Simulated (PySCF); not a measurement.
# SnP at PBE

Computed with PBE; PySCF, scalar-relativistic core potentials, basis sets Sn cc-pVDZ-PP with ECP28, P cc-pV(D+d)Z.

| Quantity | Value |
| --- | --- |
| state | ²Π (doublet), unpaired electrons π ↑ |
| bond length | 0.2383 nm |
| harmonic wavenumber | 392 cm⁻¹ |
| force constant | 2.23 mdyn/Å |
| rotational constant Be | 0.1206 cm⁻¹ |
| anharmonicity ωexe | 1.14 cm⁻¹ |
| vibration–rotation constant αe | 0.000470 cm⁻¹ |
| well depth De to Sn + P | 3.07 eV |
| dissociation energy D0 | 3.05 eV |
| bond order (Mayer) | 2.23 |
| dipole moment (positive dipole means Sn(−)P(+)) | -1.95 D |

These are scalar-relativistic numbers at best; spin–orbit coupling would shift them, the dissociation energy most. The state is the lowest determinant that a PBE0 search found; another state may lie lower at other levels.
